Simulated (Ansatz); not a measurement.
`[CH3][GeH]([F])[SiH3]` + H₂O → `[CH3][GeH]([OH])[F]` + SiH₄  (formal hydrolysis of a Ge–Si bond)

Calculated with Ansatz (gas phase, PBE0-D4/def2-TZVP geometries, no zero-point term in ΔE). CCSD(T)/CBS adds triple-zeta CCSD(T) − MP2 to the extrapolated MP2 energy (def2 sets, frozen cores). This one scheme is used for every species. DFT in def2-TZVPP. For Ge outer-core shells are correlated without core-valence functions, which leaves a few kJ/mol of doubt a bond. Scalar relativity is left out up to krypton. One conformer a species, not always the lowest.

| level | ΔE (kcal/mol) | difference from CCSD(T)/CBS |
| --- | --- | --- |
| LDA (SPW92) | -6.8 | 1.9 |
| PBE0-D4 | -6.5 | 2.2 |
| CAM-B3LYP-D4 | -10.7 | -2.0 |
| ωB97X-V | -10.2 | -1.5 |
| ωB97M-V | -9.9 | -1.2 |
| B2PLYP | -10.9 | -2.2 |
| revPBE | -6.4 | 2.3 |
| HF/def2-QZVPP | -14.7 | -6.0 |
| SCS-MP2/def2-QZVPP | -11.5 | -2.8 |
| MP2/CBS(def2) | -9.5 | -0.8 |
| CCSD(T)/CBS | -8.7 | 0 |

Largest T1 diagnostic among the species: 0.012.

At CCSD(T), def2-SVP lies −4.5 kcal/mol from the extrapolated value and def2-TZVPP −1.6 kcal/mol. In def2-TZVPP, CCSD(T) changes the Hartree–Fock value by +4.3 kcal/mol (the triples alone add +0.3 kcal/mol) and MP2 by +3.4 kcal/mol. The D4 term adds +1.1 kcal/mol with B3LYP and +0.7 kcal/mol with PBE0; it sums over pairs of atoms, weighted by their polarisabilities, and B3LYP, whose exchange is more repulsive, gets the larger term.

B3LYP here is the variant with VWN-RPA as its local correlation; programs differ in this.
